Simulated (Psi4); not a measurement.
Internal rotation in SMILES O=Cc1ccc(O)s1 (C₅H₄O₂S). Scanned: dihedral O1–C2–C3–S8; all other coordinates were relaxed at GFN2-xTB. Points at φ and −φ are mirror images.

Geometry of the scan point at -45° (Å):
```
12

O      2.7937    -1.5649    -0.6675
C      2.3160    -0.5699    -0.1837
C      0.9038    -0.2867    -0.0138
C      0.3066     0.3973     1.0145
C     -1.0671     0.6120     0.8351
C     -1.5091     0.1514    -0.3759
O     -2.7621     0.2524    -0.8384
S     -0.2391    -0.5890    -1.2958
H      2.9586     0.1938     0.3037
H      0.8427     0.6960     1.8976
H     -1.7108     1.0948     1.5457
H     -2.8474    -0.1460    -1.7128
```

Level of theory: DF-MP2 (frozen core)/cc-pVTZ // GFN2-xTB (Psi4 1.11).

Scanned values (°): -165, -150, -135, -120, -105, -90, -75, -60, -45, -30, -15, 0, 15, 30, 45, 60, 75, 90, 105, 120, 135, 150, 165, 180.

### Question
Describe the profile: where are the wells and the tops?

### Answer
Lower than their neighbours: 0° (0.0 kcal/mol), 180° (2.1 kcal/mol). Higher than their neighbours: -90° (12.9 kcal/mol), 90° (12.9 kcal/mol). The whole profile spans 12.9 kcal/mol.
